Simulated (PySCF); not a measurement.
Ga(H)2(F)(OH2), H4FGaO, singlet at its CAM-B3LYP/def2-SVP optimised geometry (Å):

```
7

Ga    -1.2747    -0.2007     0.0000
H     -1.6556    -1.3123    -1.0262
H     -1.6549     1.3123     0.0000
F     -0.9228    -0.8421     1.6388
O      0.8345    -0.2007     0.0000
H      0.9877    -0.5512     0.8943
H      1.6556    -0.0192    -0.4688
```

Level of theory: CAM-B3LYP/def2-TZVP (PySCF 2.14.0). Cells within 0.4 Å of a nucleus heavier than hydrogen are left out (blank, or x).

Map of the Laplacian of the electron density (e/bohr⁵) on the plane z = 1.5 Å:

```
|4444444444444444444444444444444|
|4444444444444444444444444444444|
|4444444444444444444444444444444|
|4444444444444444444444444444444|
|4444444444444444444444444444444|
|4444444444444444444444444444444|
|4444444444444444444444444444444|
|4444444444444444444444444444444|
|4444444444444444444444444444444|
|4444444444444444444444444444444|
|4444444444444444444444444444444|
|4444444444444444444444444444444|
|4444444444444444444444444444444|
|4444444444444444444444444444444|
|4444444444444444444444444444444|
|4444444444556544444444444444444|
|4444444445899854444444444444444|
|44444444479xx985444444444444444|
|44444444583xx095444444444444444|
|44444444588xx785444444444444444|
|4444444446999964444444444444444|
|4444444444577544444444444444444|
|4444444444444444444444444444444|
|4444444444444444444444444444444|
|4444444444444444444444444444444|
|4444444444444444444444444444444|
|4444444444444444444444444444444|
|4444444444444444444444444444444|
|4444444444444444444444444444444|
|4444444444444444444444444444444|
|4444444444444444444444444444444|
```
Scale: ten equal steps from -0.714 (start of '0') to 1.05 (end of '9'), in the order '0123456789'; x runs from -4.00 to 4.00, y from -4.00 (bottom) to 4.00 (top).
